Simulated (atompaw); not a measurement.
## LDA (PW92) PAW (atompaw) dataset for chromium, scalar-relativistic all-electron reference.

atompaw 4.2.0.5 input, output lines left out:

```
Cr 24
LDA-PW scalarrelativistic loggrid 1500 logderivrange -2 5 176
4 4 3 0 0 0
4 1 0
3 2 4
0 0 0
c
c
c
v
c
c
v
v
2
3.00 2.65 2.70 2.85
y
0.05
n
y
5.3
n
y
1.7
n
custom polynom vanderbiltortho besselshape
3 -0.5 ultrasoft
3.00
3.00
3.00
3.00
1.75
1.75
```

All-electron outer shells of the reference configuration (LDA (PW92), scalar-relativistic, ld1.x):

```
shell  level (eV)  outermost node (bohr)  outermost maximum (bohr)
   3s      -77.53                   0.36                      0.78
   3p      -49.18                   0.33                      0.80
   3d       -6.22                      –                      0.82
   4s       -5.07                   1.11                      2.61
   4p       -1.50                   1.23                      3.52
```

Question: Estimate the cutoffs (Ry, on a coarse ladder) from which the occupation-weighted sum of valence levels, in a spherical-Bessel basis at the reference potential, stays within 10 and 1 mRy of its value at 400 Ry.

Answer: 35 Ry and 55 Ry.

Question: What does a ghost test show?

Answer: No extra level below or beside the all-electron valence levels (s, p, d, f tested).

Question: Is the overlap operator S = 1 + Σ q|β⟩⟨β| positive definite (Bessel basis up to 400 Ry)?

Answer: Yes: its lowest eigenvalue is 0.14 (s channel).

Question: Which valence shell sets the plane-wave cutoff?

Answer: 3d: its level needs 45 Ry to come within 1 mRy, against 6 Ry for 4s.
